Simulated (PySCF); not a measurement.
Bonding in `C#CCCC#CC`

C₇H₈.
SMILES with atom numbers: `[CH:1]#[C:2][CH2:3][CH2:4][C:5]#[C:6][CH3:7]` (hydrogens: H8 on C1; H9, H10 on C3; H11, H12 on C4; H13, H14, H15 on C7)

Cartesian coordinates in Å at the GFN2-xTB level; atoms count from 1:
```
atom  x, y, z in Å
C1    -3.918    0.627    0.171
C2    -2.821    0.162    0.060
C3    -1.474   -0.353   -0.069
C4    -0.444    0.787    0.023
C5     0.908    0.277   -0.104
C6     2.012   -0.176   -0.214
C7     3.355   -0.699   -0.343
H8    -4.887    1.015    0.267
H9    -1.287   -1.082    0.725
H10   -1.373   -0.864   -1.031
H11   -0.550    1.298    0.984
H12   -0.633    1.516   -0.772
H13    3.749   -0.966    0.638
H14    4.006    0.051   -0.792
H15    3.353   -1.587   -0.976
```

Bond orders from the PBE0/pcSseg-1 density (PySCF). Isolated species at its GFN2-xTB geometry (one conformer only).

(1) Where do the orders between heavy atoms depart from those drawn in the SMILES?

(2) Set the Mayer orders of the bonds between heavy atoms beside their lengths.

Answers

(1) The largest departure is 0.459, at C1–C2 (drawn triple, 2.541). Drawn single, order above 1.12: C2–C3 (1.121), C4–C5 (1.184) and C6–C7 (1.230). Drawn double or triple, more than 0.30 short of the drawn order: C1–C2 (2.541) and C5–C6 (2.545).

(2) 
```csv
bond,drawn as,length (Å),Mayer order
C1–C2,triple,1.197,2.541
C2–C3,single,1.447,1.121
C3–C4,single,1.539,1.048
C4–C5,single,1.450,1.184
C5–C6,triple,1.198,2.545
C6–C7,single,1.448,1.230
```

By pair of heavy elements: C–C: lowest C3–C4 (1.048, 1.539 Å), highest C5–C6 (2.545, 1.198 Å).

Task: And the bonds to hydrogen?

Result: C–H: 0.91 to 1.15 (8 bonds).

Task: Sum the orders of all bonds at each heavy atom with more than one neighbour and set the sums beside the valence in the SMILES.

Result: C1 3.690 (drawn 4), C2 3.662 (drawn 4), C3 3.985 (drawn 4), C4 4.046 (drawn 4), C5 3.729 (drawn 4), C6 3.775 (drawn 4), C7 4.016 (drawn 4). Orders between atoms that aren't bonded are not in these sums.

For a closed shell the Mayer order of atoms A and B is Σ (PS)μν (PS)νμ over the basis functions μ on A and ν on B, with P the density and S the overlap matrix.

These values come from a run that also computed NMR shieldings. Time: 17 s (grids of density and orbitals included); peak memory 0.71 GiB. Hardware: an Intel Xeon 6975P-C with one thread, shared host with 48 logical CPUs at a one-minute load of 20.
